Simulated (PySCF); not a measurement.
SMILES CO[SiH2][SiH2]c1ccccc1 (GFN2-xTB optimised geometry):

```
22

C     -3.745    -2.762    -0.653
O     -2.450    -2.298    -0.444
Si    -1.945    -0.755    -0.365
Si     0.283    -1.148     0.015
C      1.229     0.489     0.000
C      0.581     1.720     0.002
C      1.293     2.907     0.004
C      2.678     2.884     0.002
C      3.342     1.668     0.000
C      2.620     0.489     0.000
H     -4.422    -2.387     0.118
H     -3.728    -3.852    -0.616
H     -4.119    -2.441    -1.629
H     -2.708    -0.043     0.679
H     -2.324    -0.043    -1.601
H      0.581    -1.782     1.315
H      0.945    -2.015    -0.978
H     -0.500     1.749     0.002
H      0.769     3.852     0.006
H      3.237     3.809     0.002
H      4.422     1.643    -0.002
H      3.142    -0.457    -0.001
```

Method: B3LYP/def2-SVP (PySCF).

Q: What are the frontier orbital energies and the dipole moment?

A: HOMO-2 -7.72 eV, HOMO-1 -7.09 eV, HOMO -6.99 eV, LUMO -0.63 eV, LUMO+1 -0.34 eV; dipole moment 0.87 D.

Meta-Löwdin charges at B3LYP/def2-SVP: C1 -0.06, O2 -0.60, Si3 0.64, Si4 0.39, C5 -0.21, C6 -0.10, C7 -0.10, C8 -0.10, C9 -0.10, C10 -0.09, H11 0.09, H12 0.11, H13 0.09, H14 -0.13, H15 -0.13, H16 -0.09, H17 -0.09, H18 0.09, H19 0.10, H20 0.10, H21 0.10, H22 0.10.
